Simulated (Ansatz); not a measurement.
`BOC(B)O`, relaxed with RKS PBE-D4/def2-SVP in Ansatz 0.2.0 from a rough embedded geometry. The force threshold is 0.03 eV/Å; the program also tests the step.

Total charge 0; spin multiplicity 1.

Start:

```xyz
11

B    -1.428    0.700    0.869
O    -0.989    0.219   -0.413
C     0.418    0.132   -0.422
B     0.862   -1.423    0.102
O     0.903    0.286   -1.716
H    -1.754    0.022    1.774
H    -1.582    1.897    1.041
H     0.950    0.815    0.282
H     0.404   -2.340   -0.536
H     1.527   -1.531    0.985
H     0.688    1.222   -1.967
```

(1) How much energy does the relaxation release, and in how many steps? (An estimate is asked.)

(2) Which bonds change most? (An estimate is asked.)

(3) Give the relaxed structure. (Estimate.)

Answers

(1) Ansatz gave: 143.39 kJ/mol, in 45 steps, 8 of them rejected.

(2) Ansatz gave: O2–B4 from 2.528 to 1.555 Å; C3–B4 from 1.700 to 1.578 Å; B4–H10 from 1.110 to 1.223 Å; B1–O2 from 1.438 to 1.335 Å.

(3) Ansatz gave: 
```xyz
11

B    -1.419    0.463    0.857
O    -0.432   -0.436    0.873
C     0.989    0.151   -0.535
B     0.650   -1.249    0.108
O     0.440    0.564   -1.645
H    -2.276    0.382    1.725
H    -1.467    1.362    0.014
H     1.460    0.952    0.079
H     0.134   -2.057   -0.650
H     1.492   -1.678    0.884
H     0.428    1.546   -1.710
```
